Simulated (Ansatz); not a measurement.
Reaction (formal hydrolysis of a C–Ge bond): `[SiH3]/C=[CH]/[GeH3]` + H₂O → `O/C=C/[SiH3]` + GeH₄

Calculated with Ansatz (gas phase, PBE0-D4/def2-TZVP geometries, no zero-point term in ΔE). CCSD(T)/CBS adds triple-zeta CCSD(T) − MP2 to the extrapolated MP2 energy (def2 sets, frozen cores). This one scheme is used for every species. Double bonds are as drawn, so ΔE can hold a change between cis and trans. Functionals use def2-TZVPP. For Ge outer-core shells are correlated without core-valence functions, which leaves a few kJ/mol of doubt a bond. Scalar relativity is left out up to krypton. One conformer a species, not always the lowest.

`[SiH3]/C=[CH]/[GeH3]`:

Cartesian coordinates in Å:
```
Si 0.618 2.203 -0.424
C 0.547 0.410 0.076
C -0.536 -0.353 -0.088
Ge -0.622 -2.224 0.429
H -0.693 2.591 -1.007
H 0.914 3.067 0.751
H 1.693 2.428 -1.429
H 1.436 -0.036 0.525
H -1.427 0.086 -0.536
H 0.734 -2.622 1.033
H -0.927 -3.106 -0.794
H -1.738 -2.444 1.466
```

H₂O:

```xyz
3

O    -0.358   -0.138    0.066
H     0.439   -0.642   -0.113
H    -0.081    0.780    0.047
```

`O/C=C/[SiH3]`:

Cartesian coordinates in Å:
```
O -2.128 -0.405 1.237
C -0.880 -0.058 0.875
C -0.314 -0.212 -0.324
Si 1.420 0.322 -0.652
H -2.581 -0.796 0.482
H -0.353 0.386 1.715
H -0.905 -0.666 -1.120
H 2.275 -0.819 -1.081
H 1.980 0.901 0.599
H 1.486 1.347 -1.730
```

GeH₄:

```xyz
5

Ge    0.000    0.000    0.000
H    -0.669   -0.257    1.356
H    -0.049    1.500   -0.318
H    -0.743   -0.779   -1.093
H     1.462   -0.463    0.055
```

```
             level  ΔE (eV)
RPA@PBE/def2-TZVPP     0.32
     MP2/CBS(def2)     0.47
```

**Question.** What does CCSD(T)/CBS give? (Best estimate.)

**Answer.** The calculation gave: +0.41 eV. The listed levels differ from it by -0.09, 0.06 eV.

Largest T1 diagnostic among the species: 0.013.

From r2SCAN to r2SCAN0 (25 % exact exchange), in def2-TZVPP and without D4, ΔE moves by +0.04 eV. At CCSD(T), def2-SVP lies −0.33 eV from the extrapolated value and def2-TZVPP −0.05 eV. Leaving LDA and LC-ωPBE aside and taking each functional with its dispersion term where it has one, the values, not all of them listed here, spread over 0.16 eV, from B97M-V to PBE-QIDH. LDA lies −0.10 eV from PBE without D4.

CCSD(T)/CBS has its own doubt, a few kJ/mol and more with outer-core shells, so smaller differences from it don't rank the levels.
